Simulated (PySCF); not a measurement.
C₉H₆N₄. Atoms are numbered in the order given.

```xyz
19

C     -1.6172    -2.1673     0.0000
C     -2.2136    -0.9147     0.0000
C     -1.3858     0.2119     0.0000
C     -1.8399     1.5486     0.0000
C     -0.9092     2.5629     0.0000
N      0.4078     2.3619     0.0000
C      0.8551     1.1119     0.0000
C      2.2350     0.8287     0.0000
C      2.6466    -0.4846     0.0000
N      1.8205    -1.5281     0.0000
C      0.5143    -1.3191     0.0000
N     -0.3135    -2.3693     0.0000
N     -0.0093     0.0038     0.0000
H     -2.2446    -3.0673     0.0000
H     -3.2945    -0.7830     0.0000
H     -2.9119     1.7409     0.0000
H     -1.2369     3.6089     0.0000
H      2.9201     1.6742     0.0000
H      3.7171    -0.7213     0.0000
```

Geometry: PBE0-D3(BJ)/def2-SVP.

Method: SMD-ωB97X/6-31G* (PySCF).

Solvation free energies are E(SMD) − E(gas) at the gas-phase geometry, for 1 M in both phases. In vacuum the dipole moment is 3.43 D.

```
solvent                ΔG(solv) (kcal/mol)  its non-electrostatic (CDS) part  dipole (D)
---------------------  -------------------  --------------------------------  ----------
water                                -13.5                              -0.6        5.19
N,N-dimethylformamide                -16.9                              -4.3        5.14
chlorobenzene                        -17.4                              -7.8        4.68
```
